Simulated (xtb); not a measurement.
Harmonic IR lines of one isomer of C2H4S2, unscaled. Level of theory: GFN2-xTB (xtb).

```json
[
 {"wavenumber (cm⁻¹)": "144", "relative intensity": "44"},
 {"wavenumber (cm⁻¹)": "228", "relative intensity": "35"},
 {"wavenumber (cm⁻¹)": "245", "relative intensity": "4.0"},
 {"wavenumber (cm⁻¹)": "338", "relative intensity": "3.9"},
 {"wavenumber (cm⁻¹)": "575", "relative intensity": "11"},
 {"wavenumber (cm⁻¹)": "763", "relative intensity": "12"},
 {"wavenumber (cm⁻¹)": "818", "relative intensity": "33"},
 {"wavenumber (cm⁻¹)": "850", "relative intensity": "4.8"},
 {"wavenumber (cm⁻¹)": "882", "relative intensity": "17"},
 {"wavenumber (cm⁻¹)": "1068", "relative intensity": "40"},
 {"wavenumber (cm⁻¹)": "1634", "relative intensity": "72"},
 {"wavenumber (cm⁻¹)": "2424", "relative intensity": "89"},
 {"wavenumber (cm⁻¹)": "2442", "relative intensity": "100"},
 {"wavenumber (cm⁻¹)": "3146", "relative intensity": "16"}
]
```

Question: Say which structure gives these lines.
A. `S/C=C\S`
B. `C=C(S)S`
C. `S=CCS`
D. `CC(=S)S`

Answer: B, `C=C(S)S`
